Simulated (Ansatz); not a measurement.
`BC(F)CN=C` and `BC(C)F` differ in one atom or group.

Ansatz, PBE0-D4/def2-TZVP geometries, multiplicity 1. Each molecule was computed in one conformer, which needn't be the lowest.

```tsv
property	`BC(F)CN=C`
HOMO energy (B3LYP/def2-TZVPP) / eV	-7.35
LUMO energy (B3LYP/def2-TZVPP) / eV	-2.06
HOMO energy (PBE0/def2-TZVPP) / eV	-7.57
LUMO energy (PBE0/def2-TZVPP) / eV	-1.81
size of the dipole moment (ωB97M-V/def2-TZVPP) / D	3.09
HOMO–LUMO gap (PBE/def2-TZVPP) / eV	3.25
```

What does the change do to each property? (Best estimate.)

Ansatz gave: 
```tsv
property	`BC(C)F`	shift
HOMO energy (B3LYP/def2-TZVPP) / eV	-8.46	-1.11
LUMO energy (B3LYP/def2-TZVPP) / eV	-1.97	0.09
HOMO energy (PBE0/def2-TZVPP) / eV	-8.66	-1.09
LUMO energy (PBE0/def2-TZVPP) / eV	-1.71	0.10
size of the dipole moment (ωB97M-V/def2-TZVPP) / D	1.82	-1.27
HOMO–LUMO gap (PBE/def2-TZVPP) / eV	4.34	1.09
```

With PBE0 the HOMO falls by 1.09 eV and the LUMO rises by 0.10 eV, so the gap widens by about 1.19 eV. PBE moves the HOMO by -1.00 eV and ωB97M-V by -1.08 eV. Dipoles are sizes alone; their direction can turn.

B3LYP here is the variant with VWN-RPA as its local correlation; programs differ in this.
